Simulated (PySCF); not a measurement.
**Nuclear quadrupole coupling in `FC(F)=C(F)[SiH2]S[SiH3]`**

Species: C2H5F3SSi2.
Z-matrix (Å and degrees, PBE0-D3(BJ)/def2-SVP geometry), rows numbered from 1:
```
F 
C   1  1.3075
F   2  1.3031  1  111.78
C   2  1.3372  1  123.12  3   179.89
F   4  1.3497  2  117.22  1   179.11
Si  4  1.8742  2  126.85  1     2.15
S   6  2.1428  4  110.28  2   107.78
Si  7  2.1607  6   99.53  4    60.31
H   6  1.4855  4  109.40  2    -9.88
H   6  1.4905  4  107.24  2  -131.75
H   8  1.4897  7  111.32  6   -87.11
H   8  1.4897  7  105.96  6   153.82
H   8  1.4922  7  109.63  6    34.64
```

Field gradients from the PBE0/pcSseg-1 density (PySCF, non-relativistic), principal values in atomic units, ordered |Vxx| ≤ |Vyy| ≤ |Vzz|:

| atom | Vxx | Vyy | Vzz |
| --- | --- | --- | --- |
| S7 | 0.3739 | 1.3470 | -1.7208 |

Q: Find the asymmetry η = (Vxx − Vyy)/Vzz and the couplings χ = eQV/h (234.96 MHz × Q in barn × V in au), with Q(33S) = −0.0678 b.

A: 
```csv
atom,environment,nucleus,η,χzz (MHz),χxx (MHz),χyy (MHz)
S7,sulfur bonded to 2 Si,33S,0.57,27.41,-5.96,-21.46
```

Q: What is Vzz at S7 in SI units (1 au = 9.71736 × 10²¹ V/m²)?

A: -1.7208 au = -16.722 × 10²¹ V/m².

Q: And the gradient at the other heavy atoms, for which no coupling is worked out here?

A: 
| atom | environment | Vzz (au) | η |
| --- | --- | --- | --- |
| F1 | vinyl fluorine | 2.915 | 0.05 |
| C2 | =CF2 carbon | 0.426 | 0.05 |
| F3 | vinyl fluorine | 2.884 | 0.10 |
| C4 | vinylic C–F carbon | 0.476 | 0.37 |
| F5 | vinyl fluorine | 3.122 | 0.05 |
| Si6 | SiH2 silicon | 0.418 | 0.85 |
| Si8 | SiH3 silicon | 0.580 | 0.03 |

Were the hydrogens deuterons (Q(2H) = 0.00286 b), χzz would run from 93 kHz (H13 and H10) to 95 kHz (H9, H11 and H12).

The structure is a single PBE0-D3(BJ)/def2-SVP conformer in the gas phase; no vibrational or solvent corrections. The basis is small and wasn't made for field gradients, so the couplings can be 20 % off.
